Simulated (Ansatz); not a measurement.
Calculation: CAM-B3LYP-D3(BJ)/def2-TZVP // PBE0-D3(BJ)/def2-SVP (Ansatz, a program for electronic structure). Gas-phase values, no solvent. One relaxed conformer stands for a flexible species; it need not be the lowest.  In the def2 sets, heavy atoms carry core potentials.

Reference species (SMILES): `[OH][Sn]([CH3])([OH])[OH]` (neutral, multiplicity 1).

The HOMO is -9.83 eV. The HOMO–LUMO gap is 9.84 eV.

Changed species: `C[C](C)(C)[Sn]([OH])([OH])[OH]` (Y = tert-butyl; the reference has Y = methyl).

Task: Give the shifts of the HOMO and HOMO–LUMO gap.

Result: the HOMO rises by 0.89 eV, to -8.94 eV; the HOMO–LUMO gap drops by 0.91 eV, to 8.93 eV.
